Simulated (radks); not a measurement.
Task: All-electron atom: Tl2+ in [Xe] 4f14 5d10 6s1. All-electron calculation, scalar-relativistic Kohn-Sham, SCAN, spin-unpolarised, spherical densities, finite nucleus; meta-GGA in the generalised Kohn-Sham scheme; Fermi nuclear charge, rms radius 5.4759 fm. Program: a radial shooting solver on a logarithmic mesh with Libxc functionals. Some entries of the table are withheld. Estimate them.

orbital,occ.,eigenvalue (Ry),<r> (bohr)
1s,2,-6298.943,0.01632
2s,2,-1124.803,0.06873
2p,6,-967.5547,0.06234
3s,2,-270.4574,0.1774
3p,6,-224.9458,0.1792
3d,10,-177.6353,0.1625
4s,2,(1),0.3915
4p,6,-46.88866,0.4172
4d,10,-29.23947,0.4397
5s,2,-11.13149,0.8798
4f,14,(2),0.4677
5p,6,-7.05551,1.008
5d,10,(3),1.358
6s,1,-1.87021,2.257

Result: 
(1) 4s eigenvalue (Ry): -61.87396
(2) 4f eigenvalue (Ry): -9.78898
(3) 5d eigenvalue (Ry): -2.46942
